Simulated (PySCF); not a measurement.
**UHF on F²⁺ (fluorine, charge +2)**

Configuration: [He] 2s2 2p3, high-spin 4S determinant. All numbers are calculated (PySCF 2.14, the spin-free X2C one-electron Hamiltonian (Gaussian nucleus), in jorge-DZP-DKH).

```json
{
  "Total energy": "-97.675739 hartree",
  "One-electron energy": "-126.1248 hartree",
  "Hartree (Coulomb) energy": "37.6502 hartree",
  "Exchange energy": "-9.2011 hartree",
  "⟨S²⟩": "3.7536",
  "⟨L²⟩": "0.000",
  "Sum of ⟨r⟩": "4.853 bohr",
  "Sum of ⟨r²⟩": "5.043 bohr²",
  "Langevin diamagnetic susceptibility": "-3.99 ×10⁻⁶ cm³/mol",
  "Time after the integrals": "0.02 s of wall time on 1 thread of Intel(R) Xeon(R) 6975P-C (shared host)"
}
```

| shell | electrons | mean orbital energy (eV) | rms radius, mean of both spins (bohr) |
| --- | --- | --- | --- |
| 1s α | 1 | -768.37 | 0.203 |
| 1s β | 1 | -763.65 | 0.203 |
| 2s α | 1 | -88.440 | 1.02 |
| 2s β | 1 | -71.059 | 1.02 |
| 2p α | 3 | -64.078 | 0.981 |
